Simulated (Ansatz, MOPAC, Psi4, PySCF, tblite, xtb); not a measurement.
Dimer Br2Ge ··· HCl (SMILES [Br][Ge][Br] and Cl), singlet at R = 2.98 Å between the centres of mass, closest contact 2.82 Å (lowest of the rigid-body minima from ten starts at GFN2-xTB). Geometry in Å and degrees:

```
Ge
Br 1 2.3674
Br 1 2.3675 2 101.52
Cl 1 2.8170 2 88.17 3 -90.50
H 4 1.2820 1 99.69 2 33.30
```

Methods: GFN2-xTB (tblite); SAPT0/jun-cc-pVDZ, frozen core (Psi4); PBE0/def2-TZVP, counterpoise-corrected (Psi4); PBE0-D3(BJ)/def2-TZVP, counterpoise-corrected (Psi4); PBE/def2-TZVP, counterpoise-corrected (Psi4); PBE-D3(BJ)/def2-TZVP, counterpoise-corrected (Psi4); wB97M-V/def2-TZVP, counterpoise-corrected (Psi4); HF/aug-cc-pVTZ, counterpoise-corrected (Psi4); MP2/aug-cc-pVTZ = DF-MP2/aug-cc-pVTZ, frozen core, counterpoise-corrected (Psi4); SCS-MP2/aug-cc-pVTZ = DF-SCS-MP2/aug-cc-pVTZ, frozen core, counterpoise-corrected run with Psi4; RHF/aug-cc-pVDZ, counterpoise-corrected (Ansatz, a program for electronic structure); MP2/aug-cc-pVDZ = MP2 on RHF/aug-cc-pVDZ, cores with 3d frozen, counterpoise-corrected in Ansatz; CCSD/aug-cc-pVDZ = CCSD on RHF/aug-cc-pVDZ, cores with 3d frozen, counterpoise-corrected (Ansatz); CCSD(T)/aug-cc-pVDZ = Ansatz with CCSD(T) on RHF/aug-cc-pVDZ, cores with 3d frozen, counterpoise-corrected; PM7, restricted, heats of formation (MOPAC); PM6, restricted, heats of formation (MOPAC); GFN1-xTB (xtb); RKS-B3LYP/6-31G* = PySCF with restricted B3LYP/6-31G*, spherical d, no counterpoise correction; RKS-B3LYP/LANL2DZ = restricted B3LYP/LANL2DZ, with its core potentials past Ne, no counterpoise correction run with PySCF; RHF/6-31G* = restricted Hartree-Fock/6-31G*, spherical d, no counterpoise correction run with PySCF; RKS-BP86/6-31G* = restricted BP86/6-31G*, spherical d, no counterpoise correction (PySCF).

What interaction energy does each level give?


```
method                 E_int / kcal/mol
---------------------  ----------------
PM7                              -17.07
GFN2-xTB                         -11.57
PM6                               -5.93
GFN1-xTB                          -5.27
PBE0-D3(BJ)/def2-TZVP             -4.28
wB97M-V/def2-TZVP                 -4.04
PBE-D3(BJ)/def2-TZVP              -3.71
MP2/aug-cc-pVTZ                   -3.39
SAPT0/jun-cc-pVDZ                 -2.59
PBE0/def2-TZVP                    -2.35
PBE/def2-TZVP                     -1.75
SCS-MP2/aug-cc-pVTZ               -1.75
RKS-BP86/6-31G*                   -1.07
MP2/aug-cc-pVDZ                   -1.06
RKS-B3LYP/6-31G*                  -0.38
RKS-B3LYP/LANL2DZ                  0.16
CCSD(T)/aug-cc-pVDZ                0.50
CCSD/aug-cc-pVDZ                   0.73
RHF/6-31G*                         2.03
HF/aug-cc-pVTZ                     2.32
RHF/aug-cc-pVDZ                    2.54
```
